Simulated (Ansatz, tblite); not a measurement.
Forces on Se3⁺ at its r2SCAN-D4/def2-TZVP geometry. Charge 1, multiplicity 2.

The xTB rows come from tblite. Another isomer (doublet) lies 0.85 eV lower at PBE0-D4/def2-TZVP; other spin states weren't run for this one.

GFN1-xTB (tblite), largest force 0.87 eV/Å:

```xyz
3
positions Å, forces eV/Å
Se   -0.277    0.085    0.582    0.284   -0.087   -0.597
Se   -0.147    1.846   -0.704   -0.024   -0.736    0.470
Se    0.424   -1.931    0.122   -0.260    0.823    0.128
```

GFN2-xTB (tblite), largest force 0.49 eV/Å:

```
Se -0.210 0.066 0.440
Se 0.096 0.022 -0.232
Se 0.113 -0.087 -0.208
```

PBE-D4/def2-TZVP (Ansatz), largest force 0.46 eV/Å:

```
Se -0.159 0.050 0.334
Se 0.018 0.380 -0.255
Se 0.141 -0.430 -0.078
```
